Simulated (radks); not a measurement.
Values are calculated unless marked as measured or tabulated.
Task: The table gives one normalised radial function P(r) = r R(r) of Lu in [Xe] 4f14 5d1 6s2 (r in bohr). Level of theory: scalar-relativistic Kohn-Sham, revPBE, spin-polarised, spherical densities, finite nucleus; open shells are filled with parallel spins first (spin-orbit coupling, left out, can overturn this in heavy ions); Fermi nuclear charge, rms radius 5.37 fm (a radial shooting solver on a logarithmic mesh with Libxc functionals).

r	P
0.001122	0.0016
0.001533	0.0028
0.002095	0.0047
0.002839	0.0078
0.003879	0.0131
0.005299	0.0218
0.007182	0.0354
0.009811	0.0569
0.0134	0.0886
0.01831	0.1313
0.02482	0.1793
0.0339	0.2207
0.04632	0.2238
0.06328	0.1482
0.08576	-0.0201
0.1172	-0.2337
0.1601	-0.3252
0.2187	-0.1278
0.2963	0.2688
0.4049	0.4900
0.5531	0.1868
0.7496	-0.4387
1.024	-0.9123
1.399	-0.9193
1.911	-0.5923
2.59	-0.2593
3.539	-0.0715
4.835	-0.0111
6.605	-0.0008
8.951	0.0000
12.23	0.0000

Which n and l does it have? It may be an empty orbital.

Result: n = 5, l = 1: the number of nodes gives n - l - 1 = 3, the rise at small r (about r^(l+1), flatter next to the nucleus through relativity) gives l, and the extent must fit the shell. The curve is that of 5p up; the table hardly tells the two spins apart. 5p up: eigenvalue -31.780 eV, 3 radial nodes at r = 0.0832, 0.243, 0.610 bohr, <r> = 1.40 bohr, 90 % of the charge inside 2.06 bohr.
